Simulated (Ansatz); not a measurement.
Stepwise reaction of `[F][Ta]([Cl])([Cl])([Cl])[Cl]` with hydrogen fluoride, as a gas-phase model of exchange steps in deposition or etching. ΔE in kJ/mol; ΔG adds harmonic PBE0-D4 terms to CCSD(T)/CBS, at 1 bar.

Gas-phase electronic energies from Ansatz, PBE0-D4/def2-TZVP geometries. CBS: MP2 limit from def2 TZ/QZ plus the TZ coupled-cluster correction, frozen cores. This one scheme is used for every species. DFT in def2-TZVPP. B3LYP here is the variant with VWN-RPA as its local correlation; programs differ in this. def2 core potentials past Kr. For Ta outer-core shells are correlated without core-valence functions, which leaves a few kJ/mol of doubt a bond.

```tsv
step	reaction	PBE-D4	B3LYP-D4	ωB97M-V	CCSD(T)/CBS	ΔG(600 K)
1	`[F][Ta]([Cl])([Cl])([Cl])[Cl]` + H–F → `[F][Ta]([F])([Cl])([Cl])[Cl]` + HCl	-28.5	-32.5	-35.5	-22.5	-32.7
2	`[F][Ta]([F])([Cl])([Cl])[Cl]` + H–F → `[F][Ta]([F])([F])([Cl])[Cl]` + HCl	-30.9	-35.9	-37.4	-26.2	-29.5
3	`[F][Ta]([F])([F])([Cl])[Cl]` + H–F → `[F][Ta]([F])([F])([F])[Cl]` + HCl	-24.6	-26.4	-28.0	-17.9	-21.5
4	`[F][Ta]([F])([F])([F])[Cl]` + H–F → `[F][Ta]([F])([F])([F])[F]` + HCl	-32.1	-37.3	-37.0	-29.2	-32.3
```

Question: By hand: ΔE of the 4 steps together at CCSD(T)/CBS.

Answer: (-22.5) + (-26.2) + (-17.9) + (-29.2) = -95.8 kJ/mol, or -23.9 kJ/mol a step.

In ΔE step 4 is the lowest and step 3 the highest. All are downhill at CCSD(T)/CBS. ΔG lies between -32.7 and -21.5 kJ/mol a step. PBE-D4 differs from CCSD(T)/CBS by -6.7 to -2.9 kJ/mol a step. Only this route is followed, and other bonds may react first. Isolated molecules leave out the surface, adducts and barriers. Largest T1 diagnostic: 0.018.
